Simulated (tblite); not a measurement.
C₅H₇FO₂Si.
Atom-mapped SMILES: `[CH3:1][C@@:2]1([F:3])[CH:4]=[CH:5][O:6][SiH2:7][C:8]1=[O:9]` (hydrogens: H10, H11, H12 on C1; H13 on C4; H14 on C5; H15, H16 on Si7)

Geometry (GFN2-xTB, Å), atoms numbered from 1 in this order:
```
atom  x, y, z in Å
C1    -2.040   -0.723   -0.283
C2    -0.622   -0.192   -0.324
F3    -0.211   -0.086   -1.669
C4    -0.460    1.165    0.308
C5     0.730    1.739    0.443
O6     1.912    1.181    0.127
Si7    2.166   -0.430   -0.112
C8     0.419   -1.097    0.337
O9     0.122   -1.951    1.132
H10   -2.333   -0.869    0.753
H11   -2.086   -1.679   -0.799
H12   -2.719   -0.022   -0.762
H13   -1.354    1.694    0.591
H14    0.838    2.743    0.835
H15    3.116   -0.822    0.916
H16    2.515   -0.643   -1.505
```

Level: GFN2-xTB in tblite, geometry and Hessian alike; calculated harmonic values, unscaled, isolated species. Errors from tens to a few hundred cm⁻¹ against measured bands are possible. Modes of hydrogen on silicon can be 10 to 20 % off. One conformer, not necessarily the lowest.

Harmonic wavenumbers (cm⁻¹): 77.9, 97.3, 147.6, 170.7, 223.1, 272.0, 312.5, 350.5, 384.6, 432.8, 457.6, 515.3, 575.4, 609.1, 629.9, 683.9, 737.9, 750.4, 757.2, 765.0, 844.6, 870.7, 912.2, 967.5, 1079.9, 1104.3, 1170.1, 1181.8, 1249.6, 1318.4, 1390.5, 1464.7, 1475.4, 1678.1, 1766.4, 2358.3, 2368.4, 3040.0, 3042.9, 3048.4, 3056.2, 3116.7.

A = 2042, B = 1405, C = 1129 MHz; mass 146.020 u (most abundant isotopes); point group C1, symmetry number 1.

What is the zero-point energy?

½Σν̃ = 23728 cm⁻¹ = 67.84 kcal/mol.

What is S at 350 K and 1 bar for an ideal gas of classical rigid rotors and harmonic oscillators?

Translation 41.67, rotation 29.46, vibration 30.70: S = 101.8 cal/(mol K).

And Cp and H(350 K) − H(0)?

Cp = 43.16 cal/(mol K), of which vibrations give 35.21 (their classical limit is 42 R = 83.5); H(350 K) − H(0) = 8.83 kcal/mol without the zero-point energy, 6.04 from vibrations.

Blend soft modes into free rotors: weight 1/[1 + (100 cm⁻¹/ν̃)⁴] for the oscillator and the rest for a rotor with moment μB/(μ + B), μ = h/(8π²ν), B = 10⁻⁴⁴ kg m². What vibrational entropy results?

29.48 cal/(mol K) in place of 30.70, which changes −T·S at 350 K by +0.43 kcal/mol.

How do the functions run with temperature in this model?

```json
{"T (K)": "150", "S (cal/(mol K))": "74.8", "Cp (cal/(mol K))": "22.6", "H − H(0) (kcal/mol)": "2.16", "G − H(0) (kcal/mol)": "-9.06", "ln q(vib)": "2.00"}
{"T (K)": "250", "S (cal/(mol K))": "89.0", "Cp (cal/(mol K))": "33.6", "H − H(0) (kcal/mol)": "4.97", "G − H(0) (kcal/mol)": "-17.27", "ln q(vib)": "4.30"}
{"T (K)": "298.15", "S (cal/(mol K))": "95.3", "Cp (cal/(mol K))": "38.4", "H − H(0) (kcal/mol)": "6.71", "G − H(0) (kcal/mol)": "-21.70", "ln q(vib)": "5.47"}
{"T (K)": "400", "S (cal/(mol K))": "107.9", "Cp (cal/(mol K))": "47.2", "H − H(0) (kcal/mol)": "11.09", "G − H(0) (kcal/mol)": "-32.06", "ln q(vib)": "8.00"}
{"T (K)": "600", "S (cal/(mol K))": "129.5", "Cp (cal/(mol K))": "59.5", "H − H(0) (kcal/mol)": "21.86", "G − H(0) (kcal/mol)": "-55.86", "ln q(vib)": "12.90"}
{"T (K)": "900", "S (cal/(mol K))": "156.0", "Cp (cal/(mol K))": "70.5", "H − H(0) (kcal/mol)": "41.53", "G − H(0) (kcal/mol)": "-98.84", "ln q(vib)": "19.69"}
```

q(vib) and H(0) count from the zero-point level.

Hindered rotation and anharmonicity are outside this model. Other conformers, if any are populated, would add a mixing term that is left out. The structure is chiral; the term R ln 2 for an equal mix with its mirror image is left out.
